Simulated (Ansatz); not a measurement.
Geometry optimisation, RKS r2SCAN/def2-SVP (Ansatz 0.2.0).

input.yaml

```yaml
crystal:
  periodic: [false, false, false]
  atoms:
    - { symbol: O, position_ang: [-1.0642, -0.12544, -0.91711] }
    - { symbol: Si, position_ang: [-0.09912, 0.81886, -0.00979] }
    - { symbol: Sb, position_ang: [1.44974, -0.81581, 1.13899] }
    - { symbol: H, position_ang: [-1.75575, 0.24127, -1.46444] }
    - { symbol: H, position_ang: [0.5897, 1.77711, -0.87646] }
    - { symbol: H, position_ang: [-0.92216, 1.60572, 0.91059] }
    - { symbol: H, position_ang: [1.65102, -1.67729, -0.29725] }
    - { symbol: H, position_ang: [0.15077, -1.82443, 1.51547] }
basis:
  gaussian: { orbitals: def2-SVP }
hamiltonian:
  xc: r2scan
relax:
  f_tol: 0.02
  max_steps: 50
```

Command:

```bash
$ ansatz run input.yaml --threads 2 --pin off --max-ram 3072MiB --backend cpu --events-out ev --progress --plain --runs-dir out
```

Where does it end, and by what steps?

The forces met the threshold. After 6 steps the energy has fallen by 0.146 eV; O1 moved furthest, 0.13 Å.

```json
{"step": "0", "energy less start (eV)": "0.0000", "largest force component (eV/Å)": "1.188", "accepted": "yes"}
{"step": "1", "energy less start (eV)": "-0.0456", "largest force component (eV/Å)": "0.776", "accepted": "yes"}
{"step": "2", "energy less start (eV)": "-0.1266", "largest force component (eV/Å)": "0.409", "accepted": "yes"}
{"step": "3", "energy less start (eV)": "-0.1335", "largest force component (eV/Å)": "0.325", "accepted": "yes"}
{"step": "4", "energy less start (eV)": "-0.1446", "largest force component (eV/Å)": "0.109", "accepted": "yes"}
{"step": "5", "energy less start (eV)": "-0.1455", "largest force component (eV/Å)": "0.054", "accepted": "yes"}
{"step": "6", "energy less start (eV)": "-0.1458", "largest force component (eV/Å)": "0.006", "accepted": "yes"}
```

```xyz
8
Properties=species:S:1:pos:R:3
O -1.167 -0.147 -1.000
Si -0.141 0.769 -0.050
Sb 1.489 -0.803 1.178
H -1.823 0.344 -1.511
H 0.650 1.742 -0.873
H -0.900 1.570 0.966
H 1.727 -1.659 -0.291
H 0.164 -1.817 1.582
```

Whether the end is a true minimum wasn't checked by a vibrational analysis.

The run took 19 s on 2 threads of Arm Neoverse V1 (shared host), peak memory 0.14 GiB.
